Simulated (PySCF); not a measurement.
**Field gradients at the hydrogen positions**

C8H12.
Cartesian coordinates in Å at the GFN2-xTB level; atoms count from 1:
```
atom  x, y, z in Å
C1     2.8633   -1.2474   -1.2517
C2     2.2384   -0.0938   -1.1118
C3     1.1061    0.1525   -0.1685
C4    -0.1662    0.5432   -0.9404
C5    -1.3069    0.8241   -0.0024
C6    -1.6306    2.0772    0.3174
C7    -2.0442   -0.2896    0.5798
C8    -1.8478   -1.5805    0.3373
H9     3.6691   -1.3806   -1.9533
H10    2.5993   -2.1104   -0.6620
H11    2.5221    0.7562   -1.7198
H12    0.9168   -0.7358    0.4355
H13    1.3669    0.9724    0.5072
H14   -0.4317   -0.2622   -1.6273
H15    0.0437    1.4357   -1.5334
H16   -1.1058    2.9222   -0.0957
H17   -2.4316    2.3023    1.0014
H18   -2.8263    0.0017    1.2707
H19   -1.0927   -1.9405   -0.3401
H20   -2.4470   -2.3361    0.8167
```

Level: PBE0/pcSseg-1 (PySCF, non-relativistic); Q(2H) = 0.00286 b; rigid geometry, the same for H and D, with no vibrational averaging.

Question: Rank these positions by the coupling χzz of a deuteron there, largest first.
A. H14 (methylene hydrogen)
B. H11 (vinylic hydrogen)
C. H16 (vinylic hydrogen)

Answer: C (227 kHz), B (217 kHz), A (204 kHz).

Q: Tabulate Vzz, the asymmetry η and χzz = 234.96 MHz × Q × Vzz for every hydrogen position.

A: 
```csv
atom,bonded to,bond length (Å),Vzz (au),η,χzz (kHz)
H9,C1,1.077,0.3387,0.05,228
H10,C1,1.078,0.3361,0.06,226
H11,C2,1.083,0.3234,0.05,217
H12,C3,1.091,0.3032,0.02,204
H13,C3,1.094,0.2997,0.01,201
H14,C4,1.091,0.3029,0.01,204
H15,C4,1.092,0.3028,0.03,203
H16,C6,1.077,0.3371,0.06,227
H17,C6,1.077,0.3370,0.06,226
H18,C7,1.083,0.3198,0.07,215
H19,C8,1.076,0.3375,0.05,227
H20,C8,1.077,0.3375,0.05,227
```

Q: How does χzz go with the bond length over the 12 C–H bonds?

A: A straight-line fit has a slope of -15.7 kHz for each 0.01 Å, with a correlation coefficient of -1.00, over lengths from 1.076 to 1.094 Å. The longer bonds have the smaller couplings here.

Q: A static deuteron (I = 1) shows a doublet split by (3/2)χ, (3/4)χ(1 + η) and (3/4)χ(1 − η) with the field along z, y and x of the gradient. What are these for H18?

A: With |χ| = 214.9 kHz and η = 0.069: 322, 172 and 150 kHz, to first order and without motion.

Geometry: GFN2-xTB, one conformer, isolated molecule. GFN2-xTB bond lengths can be off by several hundredths of an ångström, more for odd bonds, and the gradients follow them. The small basis limits the accuracy of the gradients.
